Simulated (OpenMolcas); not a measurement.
Cr4+ with 6 ligands (fluoride) in octahedral coordination (Oh) at 1.86 Å. A charge of +0.333 e stands 2.8 Å behind each ligand. Ligand basis ANO-RCC-VDZP.
```
Cr    0.0000    0.0000    0.0000
F     1.8600    0.0000    0.0000
F     0.0000    1.8600    0.0000
F    -1.8600    0.0000    0.0000
F     0.0000   -1.8600    0.0000
F     0.0000    0.0000    1.8600
F     0.0000    0.0000   -1.8600
```

```
Program             : OpenMolcas 26.06
Method              : CASSCF
Basis               : ANO-RCC-VTZP [6s5p3d2f1g]
Scalar Hamiltonian  : DKH2, point nucleus
Active space        : 2 electrons in 5 orbitals (3d)
State averaging     : 2S+1 = 3 even, 10 roots; 2S+1 = 1 even, 15 roots
Spin-orbit coupling : state interaction with AMFI integrals over the reference wave functions
```

(1) What is the spin-free ground state (labels of O, the rotations of Oh)?

(2) Where is the first state of the same spin?

(3) What are the lowest two levels with spin-orbit coupling?

(4) What is χT at 300 K, and how does it compare with the textbook value?

(5) Which ligand-field parameters describe the states?

Results:

(1) 3T1, 3-fold in its orbital part; it has the highest spin that d2 allows.

(2) 3T2 at 17100 cm-1 above the ground state.

(3) A 2-fold level E, then a 3-fold level T2 7.8 cm-1 above it. Their leading multiplicities are 3 (100 %) and 3 (100 %).

(4) The lowest level has 2S+1 = 3, for which the spin-only value is χT = S(S+1) / 2 = 1.000 cm3 K/mol (g = 2). The computed 0.724 at 300 K differs by -0.276, through orbital momentum, spin-orbit coupling and any other state in reach. With a threefold ground state the orbital momentum is unquenched, so the spin-only value is not expected to hold.

(5) A least-squares ligand-field fit to the states below 45000 cm-1, each weighted by its degeneracy and with a free common offset, gives 10Dq = 18463 cm-1, B = 1043 cm-1 and C = 3958 cm-1 (C/B = 3.79), with an rms deviation of 390 cm-1. 

An orbital triplet at a regular site is open to Jahn-Teller coupling, which can distort the site and quench the lowest spin-orbit gaps and is left out. Without dynamic correlation the repulsion within the d shell is too large (B by tens of per cent), so at a given field states of lower spin stand too high. The least metal-like active orbital is 82 % on the metal (Löwdin) and no ligand orbital is active, so the numbers are rough. Ligand-to-metal charge-transfer states are missing. With no ligand orbital active B as a rule stays too high, so bands that hang on it stand too high and its fall with covalency is understated. With metal d orbitals alone and no dynamic correlation the field as a rule comes out too small, by tens of per cent, by up to half for chloride and softer ligands. No measured value stands beside these numbers; the geometry is a model, was not optimised and need not be the one that this ion takes.
